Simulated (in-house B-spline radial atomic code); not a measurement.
Computed with a B-spline radial atomic code. Model: two electrons, singlet ground state, non-relativistic, full CI in B-splines with partial waves to l = 8 (at full coupling up to 3e-4 hartree above the limit, correlation up to 0.6 % small), density held at that of full coupling by Lieb maximisation.

Along the adiabatic connection the electron repulsion is scaled by a coupling λ while a local potential keeps the density fixed. At λ = 0 the system is the Kohn-Sham one and W equals the exchange energy; the exchange-correlation energy is the area under W between 0 and 1. The kinetic energy rises with λ as the electrons avoid each other, with dT/dλ = −λ dW/dλ.

Command:
```bash
python run_ac.py task.json out
```
Settings (lengths in bohr, energies in hartree):
```
potential              dot
strength               0.463
lmax                   8
second                 1
```

Time taken, with all properties: 19 s on 1 thread of Intel(R) Xeon(R) Processor @ 2.30GHz (shared host).

**W = mean repulsion less Hartree energy, and W of three functionals.**

Given: confinement charge in harmonic well; well frequency 0.463 hartree; nuclear charge 1; external potential omega^2 r^2/2 - Z/r.

Computed: LDA exchange minus exact 102.55 millihartree; PBE exchange minus exact 23.235 millihartree.

```tsv
coupling	W xc (hartree)	W xc minus exchange (millihartree)	kinetic minus Kohn-Sham (millihartree)	LDA (PW92) W minus its exchange (millihartree)	PBE W minus its exchange (millihartree)	SCAN W minus its exchange (millihartree)
0	-0.70125	0	0	0	0	0
0.02	-0.70308	-1.829	0.02	-11.04	-2.23	-1.85
0.05	-0.70578	-4.529	0.11	-22.26	-5.56	-4.55
0.12	-0.71188	-10.626	0.63	-41.8	-13.17	-10.55
0.25	?	?	?	?	?	?
0.4	-0.73375	-32.501	6.23	-91.63	-40.3	-31.67
0.6	-0.74727	-46.021	12.96	-116.22	-56.77	-44.64
0.8	?	?	?	?	?	?
1	-0.77018	-68.927	31.12	-153.14	-84.25	-66.7
1.4	-0.78882	-87.571	53.37	-180.72	-106.43	-84.89
2	-0.81106	-109.81	90.88	-212.08	-132.95	-106.97
3	-0.83803	-136.77	157.46	-249.23	-165.69	-134.45
4.5	-0.86483	-163.57	256.47	-286.49	-199.58	-162.49
7	-0.89175	-190.5	408.13	-325.6	-235.93	-190.97
10	-0.91087	-209.62	568.31	-355.16	-263.79	-210.74
```

Problem. What belongs in the row 0.25?

Solution. W xc (hartree): -0.72251; W xc minus exchange (millihartree): -21.254; kinetic minus Kohn-Sham (millihartree): 2.59; LDA (PW92) W minus its exchange (millihartree): -68.33; PBE W minus its exchange (millihartree): -26.43; SCAN W minus its exchange (millihartree): -20.86.

Problem. What belongs in the row 0.8?

Solution. W xc (hartree): -0.75934; W xc minus exchange (millihartree): -58.091; kinetic minus Kohn-Sham (millihartree): 21.39; LDA (PW92) W minus its exchange (millihartree): -136.22; PBE W minus its exchange (millihartree): -71.3; SCAN W minus its exchange (millihartree): -56.23.

Problem. What is the SCAN exchange minus exact?

Solution. 3.1141 millihartree.

**Energy parts, natural occupations and partial-wave weights.**

Computed: total energy 0.1484 hartree; exchange energy -0.70125 hartree; kinetic part of the DFT correlation energy 0.031122 hartree; kinetic part over minus potential part 0.45153; Hartree energy 1.4025 hartree; Kohn-Sham kinetic 1.1887 hartree; Lieb Oxford ratio E_xc over LDA exchange 1.2344.

```
natural  occupation of the shell (electrons)
      s                               1.9733
      p                                    ?
      s                            0.0054239
      d                           0.00067522
      p                           0.00030538
      f                           7.9956e-05
```

Problem. What belongs in the row p?

Solution. occupation of the shell (electrons): 0.020082.

```json
{"wave": "s", "weight": "0.98937"}
{"wave": "p", "weight": "0.010204"}
{"wave": "d", "weight": "0.00036266"}
{"wave": "f", "weight": "?"}
{"wave": "g", "weight": "1.0262e-05"}
```

Problem. What belongs in the row f?

Solution. weight: 4.5523e-05.

Problem. What is the correlation energy?

Solution. -0.037804 hartree.

Problem. What is the initial slope twice GL2?

Solution. -0.092059 hartree.

Half-way to full coupling W has made 57 % of its drop, against 50 % for a straight line, and second-order (GL2) theory, half the initial slope, overshoots the correlation energy by about 22 %: a moderate bend, as in light atoms. Over couplings 0 to 1 the errors in E_xc come to about +43 millihartree for LDA, +15 millihartree for PBE, +4.2 millihartree for SCAN, so SCAN is nearest. In LDA and PBE the errors of exchange and correlation have opposite signs, so the sum is smaller than the larger of the two.
